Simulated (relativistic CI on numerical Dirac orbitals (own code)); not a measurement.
Level scheme of Pm XVII

Calculated at this level of theory: Dirac-Coulomb-Breit CI, KLI orbitals optimised for each configuration, a model potential for QED, unscaled Slater integrals (own radial code, finite nucleus).

CI space (outside the closed core [Ar] 3d10): 4s2 4p6 4d9, 4s2 4p5 4d10, 4s2 4p6 4d8 4f, 4s 4p6 4d10, 4s2 4p6 4d8 5s, 4s2 4p5 4d9 4f, 4s2 4p6 4d8 5p, 4s 4p6 4d9 4f, 4s2 4p6 4d7 4f 5s, 4s2 4p6 4d8 5d, 4s2 4p6 4d7 5s 5p, 4s2 4p5 4d9 5s, 4s2 4p6 4d8 5f, 4s2 4p6 4d8 6s, 4s2 4p6 4d8 6p, 4s2 4p5 4d9 5p, 4s2 4p6 4d8 5g, 4s2 4p6 4d8 6d, 4s2 4p6 4d8 6f, 4s2 4p6 4d8 7s, 4s2 4p5 4d9 5d, 4s2 4p6 4d8 7p, 4s 4p6 4d9 5s, 4s2 4p6 4d7 5s2, 4s2 4p6 4d6 4f 5s2, 4s2 4p5 4d7 4f 5s2, 4s2 4p6 4d6 5s2 5p, 4p6 4d9 4f2, 4p5 4d10 4f2, 4p6 4d8 4f3, 4p6 4d8 4f2 5s, 4p5 4d9 4f3, 4p6 4d8 4f2 5p. Double excitations out of closed p, d and f shells are left out; levels of such configurations are missing from the list, as are those of other unlisted configurations, and high levels can miss mixing partners. These lack a partner that the ground configuration has and come out too high: 4s2 4p6 4d8 5d, 4s2 4p5 4d9 5s, 4s2 4p6 4d8 5f, 4s2 4p6 4d8 6s, 4s2 4p6 4d8 6p.

The lowest level is 4s2 4p6 4d9 2D_5/2, with 100 % of that term; Hund's rules for 4s2 4p6 4d9 give 2D with J = 5/2, in agreement.

| No. | Configuration | Term | J | E (cm⁻¹) | % | Landé g |
| --- | --- | --- | --- | --- | --- | --- |
| 1 | 4s2 4p6 4d9 | 2D | 5/2 | 0 | 100 | 1.199 |
| 2 | 4s2 4p6 4d9 | 2D | 3/2 | 40255 | 100 | 0.798 |
| 3 | 4s2 4p5 4d10 | 2P° | 3/2 | 919406 | 75 | 1.334 |
| 4 | 4d8(3F) 4f | 4F° | 7/2 | 1006009 | 66 | 1.253 |
| 5 | 4d8(3F) 4f | 4F° | 5/2 | 1006198 | 46 | 1.134 |
| 6 | 4d8(3F) 4f | 4F° | 9/2 | 1012355 | 85 | 1.304 |
| 7 | 4d8(3F) 4f | 4D° | 3/2 | 1014972 | 39 | 1.163 |
| 8 | 4d8(1G) 4f | 2P° | 1/2 | 1019299 | 60 | 0.966 |
| 9 | 4d8(3F) 4f | 4D° | 5/2 | 1021043 | 32 | 1.237 |
| 10 | 4d8(3F) 4f | 4I° | 15/2 | 1026597 | 93 | 1.189 |
| 11 | 4d8(3F) 4f | 4D° | 7/2 | 1027015 | 66 | 1.337 |
| 12 | 4d8(3F) 4f | 4I° | 13/2 | 1029302 | 46 | 1.144 |
| 13 | 4d8(3P) 4f | 4F° | 3/2 | 1031711 | 61 | 0.898 |
| 14 | 4d8(3F) 4f | 4H° | 11/2 | 1034114 | 49 | 1.163 |
| 15 | 4d8(3F) 4f | 4H° | 13/2 | 1037133 | 47 | 1.142 |
| 16 | 4d8(3F) 4f | 4H° | 9/2 | 1041083 | 30 | 1.059 |
| 17 | 4d8(3F) 4f | 4D° | 1/2 | 1042728 | 62 | 0.379 |
| 18 | 4d8(1G) 4f | 2D° | 3/2 | 1044675 | 44 | 1.018 |
| 19 | 4d8(3F) 4f | 4G° | 11/2 | 1048350 | 37 | 1.111 |
| 20 | 4d8(1D) 4f | 2F° | 5/2 | 1048405 | 38 | 1.084 |
| 21 | 4d8(1D) 4f | 2G° | 7/2 | 1054285 | 50 | 0.865 |
| 22 | 4d8(3F) 4f | 4I° | 9/2 | 1054868 | 33 | 0.950 |
| 23 | 4d8(3F) 4f | 4P° | 5/2 | 1055564 | 28 | 1.249 |
| 24 | 4d8(3F) 4f | 4P° | 1/2 | 1058617 | 75 | 2.132 |
| 25 | 4d8(1D) 4f | 2D° | 3/2 | 1059010 | 33 | 1.137 |
| 26 | 4d8(3F) 4f | 4G° | 7/2 | 1059564 | 67 | 0.964 |
| 27 | 4d8(3F) 4f | 2P° | 3/2 | 1059726 | 65 | 1.282 |
| 28 | 4d8(3F) 4f | 2S° | 1/2 | 1061328 | 55 | 1.251 |
| 29 | 4d8(1D) 4f | 2G° | 9/2 | 1061821 | 34 | 1.051 |
| 30 | 4d8(3F) 4f | 4I° | 11/2 | 1066631 | 44 | 1.064 |
| 31 | 4d8(1D) 4f | 2F° | 7/2 | 1068643 | 41 | 1.087 |
| 32 | 4d8(3F) 4f | 2G° | 9/2 | 1069824 | 45 | 1.151 |
| 33 | 4d8(3F) 4f | 4I° | 13/2 | 1070847 | 44 | 1.094 |
| 34 | 4d8(1G) 4f | 2D° | 5/2 | 1072585 | 43 | 0.999 |
| 35 | 4d8(1D) 4f | 2H° | 11/2 | 1074226 | 42 | 1.060 |
| 36 | 4d8(3F) 4f | 4H° | 9/2 | 1075091 | 38 | 1.081 |
| 37 | 4d8(3P) 4f | 4F° | 5/2 | 1075235 | 37 | 1.006 |
| 38 | 4d8(3F) 4f | 4S° | 3/2 | 1076705 | 44 | 1.655 |
| 39 | 4d8(3P) 4f | 4F° | 7/2 | 1082996 | 57 | 1.072 |
| 40 | 4d8(1G) 4f | 2D° | 5/2 | 1083722 | 33 | 0.990 |
| 41 | 4d8(1G) 4f | 2K° | 13/2 | 1084383 | 80 | 0.961 |
| 42 | 4d8(3F) 4f | 4F° | 3/2 | 1084712 | 46 | 0.739 |
| 43 | 4d8(1G) 4f | 2K° | 15/2 | 1088102 | 93 | 1.075 |
| 44 | 4d8(3F) 4f | 2H° | 11/2 | 1088967 | 73 | 1.102 |
| 45 | 4d8(3P) 4f | 4D° | 1/2 | 1091018 | 56 | 0.695 |
| 46 | 4d8(1G) 4f | 2F° | 7/2 | 1091928 | 72 | 1.102 |
| 47 | 4d8(3F) 4f | 2H° | 9/2 | 1094989 | 41 | 1.083 |
| 48 | 4d8(3P) 4f | 2G° | 9/2 | 1096258 | 31 | 0.970 |
| 49 | 4d8(3P) 4f | 2F° | 5/2 | 1099265 | 50 | 0.975 |
| 50 | 4d8(3F) 4f | 2G° | 7/2 | 1101082 | 39 | 1.051 |
| 51 | 4d8(3P) 4f | 4D° | 3/2 | 1102235 | 61 | 1.196 |
| 52 | 4d8(3P) 4f | 4G° | 11/2 | 1104282 | 51 | 1.107 |
| 53 | 4d8(1G) 4f | 2G° | 7/2 | 1109988 | 68 | 0.899 |
| 54 | 4d8(1G) 4f | 2F° | 5/2 | 1110219 | 47 | 0.872 |
| 55 | 4d8(3F) 4f | 2P° | 1/2 | 1114399 | 40 | 0.669 |
| 56 | 4d8(3P) 4f | 4D° | 5/2 | 1116598 | 58 | 1.158 |
| 57 | 4d8(3P) 4f | 4D° | 7/2 | 1116759 | 48 | 1.233 |
| 58 | 4d8(3F) 4f | 2G° | 7/2 | 1119718 | 27 | 1.071 |
| 59 | 4d8(1G) 4f | 2H° | 11/2 | 1124053 | 50 | 1.088 |
| 60 | 4d8(1G) 4f | 2H° | 9/2 | 1124349 | 35 | 1.035 |
| 61 | 4d8(1D) 4f | 2D° | 3/2 | 1124403 | 51 | 0.822 |
| 62 | 4d8(3P) 4f | 4G° | 9/2 | 1125767 | 53 | 1.115 |
| 63 | 4d8(3F) 4f | 4G° | 5/2 | 1128487 | 46 | 0.781 |
| 64 | 4d8(3F) 4f | 4G° | 7/2 | 1130046 | 47 | 0.992 |
| 65 | 4d8(1G) 4f | 2G° | 9/2 | 1132013 | 55 | 1.049 |
| 66 | 4d8(1G) 4f | 2I° | 11/2 | 1133381 | 81 | 0.952 |
| 67 | 4d8(1D) 4f | 2D° | 3/2 | 1134021 | 44 | 1.064 |
| 68 | 4d8(1G) 4f | 2I° | 13/2 | 1135992 | 97 | 1.078 |
| 69 | 4d8(1G) 4f | 2F° | 7/2 | 1138926 | 71 | 1.082 |
| 70 | 4d8(1D) 4f | 2P° | 1/2 | 1140653 | 68 | 0.561 |

Energies count from the lowest computed level; ° marks odd parity. Percentages are summed over parent terms; the parents shown are those of the largest component, closed shells are left out there.

The mean weight of the leading LS term, summed over parents, in these 70 levels is 54 %, and that of the leading jj configuration (from the same eigenvectors) 54 %.

At this charge energies of transitions that change n are usually good to better than 1 %, and those within a shell (Δn = 0) to a few per cent.

LS names give the leading component of a level, which can be under half, so a name can repeat, a term be missing and a line seem to break the LS rules.
